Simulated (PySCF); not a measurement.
## RbBi⁺ at M06-L

Computed with M06-L; Rb def2-SVPD with ECP28, Bi def2-SVPD with ECP60; scalar-relativistic core potentials (PySCF 2.14).

```
state                                                                                                              : ⁴Σ⁻ (quartet), unpaired electrons σ ↑, π ↑↑
bond length                                                                                                        : 4.038 Å
harmonic wavenumber                                                                                                : 42.2 cm⁻¹
force constant                                                                                                     : 0.0632 mdyn/Å
rotational constant Be                                                                                             : 0.01712 cm⁻¹
anharmonicity ωexe                                                                                                 : 0.585 cm⁻¹
vibration–rotation constant αe                                                                                     : 0.000184 cm⁻¹
bond order (Mayer)                                                                                                 : 0.04
dipole moment (positive dipole points towards Bi; it is taken about the centre of mass and depends on that origin) : -11.41 D
```

These are scalar-relativistic numbers at best; spin–orbit coupling would shift them, the dissociation energy most. The state was picked by a PBE0 search and need not be the measured ground state.
